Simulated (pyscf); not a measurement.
## :HSi–SeH (SMILES [SiH][SeH]), singlet

Gas-phase minimum from PySCF at ωB97X-D3(BJ)/def2-SVP, one conformer. :HSi–SeH [singlet] lies 12.1 kcal/mol over its isomer H₂Si=Se, and others may lie lower still (electronic energy, ωB97M-D3(BJ)). 

SMILES: [SiH][SeH]
```xyz
4

Si     0.7642     0.0588     0.1537
Se    -0.4124    -0.1622    -1.7413
H      0.6688     1.5758     0.0202
H     -0.4125    -1.6312    -1.7604
```

Bonds (Å): Si1–Se2 2.241, Si1–H3 1.526, Se2–H4 1.469. Bond angles (°): Se2–Si1–H3 89.5, Si1–Se2–H4 96.3.

Properties at ωB97X-D3(BJ)/def2-SVP:

```json
{
  "harmonic_wavenumbers_unscaled": "435, 608, 612, 884, 2091, 2482 cm⁻¹",
  "zero_point_energy": "10.2 kcal/mol",
  "rotational_symmetry_number": "1",
  "Entropy of this conformer at 298 K and 1 atm, rigid rotor and harmonic oscillator, modes under 100 cm⁻¹ raised to 100": "268.7 J/(mol K)",
  "dipole_moment": "0.42 D"
}
```

Single-point totals, which compare only within one level (frozen core for MP2 and CC):

| level | total energy (hartree) |
|---|---|
| ωB97X-D3(BJ)/def2-TZVP | -2692.18425 |
| PBE/def2-TZVP | -2691.72463 |
| r²SCAN/def2-TZVP | -2692.19251 |
| B3LYP-D3(BJ)/def2-TZVP | -2692.30010 |
| PBE0-D3(BJ)/def2-TZVP | -2691.82932 |
| M06-2X/def2-TZVP | -2692.23449 |
| ωB97M-D3(BJ)/def2-TZVP | -2692.28712 |
| HF/def2-TZVPP | -2689.92998 |
| MP2/def2-TZVPP | -2690.30958 |
| CCSD/def2-TZVPP | -2690.33516 |
| CCSD(T)/def2-TZVPP | -2690.35176 |

The CCSD(T) − MP2 part came from Ansatz, without density fitting, on the same reference. The frozen core leaves the outer d or s,p core shells of the metals and heavy elements correlated in the MP2 and CC values, and def2-TZVPP describes them poorly, so these totals are far from the basis limit. Elements up to Kr have no core potential and no relativistic terms here.
